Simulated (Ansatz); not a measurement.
**CF2SiTe: where a starting geometry ends**

The starting geometry of this gas-phase triplet was optimised with GFN2-xTB as a singlet.

```xyz
5

C    -1.9856    0.8278   -0.5149
F     0.6990    0.2696   -1.6971
F     0.6183   -0.0325    0.6860
Si   -0.2290    0.6775   -0.4646
Te   -3.4238    2.1635   -0.4023
```

Q: Predict what becomes of its bonds when it is optimised with r2SCAN-D4/def2-SVP.

A: It keeps its bonds.

The energy falls by 0.21 eV over 15 steps:

| step | E − E(last) (eV) |
| --- | --- |
| 1 | 0.209 |
| 3 | 0.048 |
| 4 | 0.029 |
| 6 | 0.023 |
| 7 | 0.023 |
| 9 | 0.020 |
| 10 | 0.013 |
| 12 | 0.001 |
| 13 | 0.000 |
| 15 | 0.000 |

Final geometry (Å):

```yaml
atoms:
  - { symbol: C, position_ang: [-1.7837, 1.2444, -0.8302] }
  - { symbol: F, position_ang: [0.7772, 0.1902, -1.6933] }
  - { symbol: F, position_ang: [0.4411, 0.0236, 0.8004] }
  - { symbol: Si, position_ang: [-0.2863, 0.5264, -0.5426] }
  - { symbol: Te, position_ang: [-3.4694, 1.9214, -0.1271] }
```

Frequencies at the end are all real (lowest 60 cm⁻¹). Open shells are spin-unrestricted. The triplet needn't be the ground state. Atoms past krypton carry core potentials, without spin–orbit terms. Run with Ansatz 0.2.0, 3.6 min on 1 thread of Arm Neoverse V2, on a shared host.
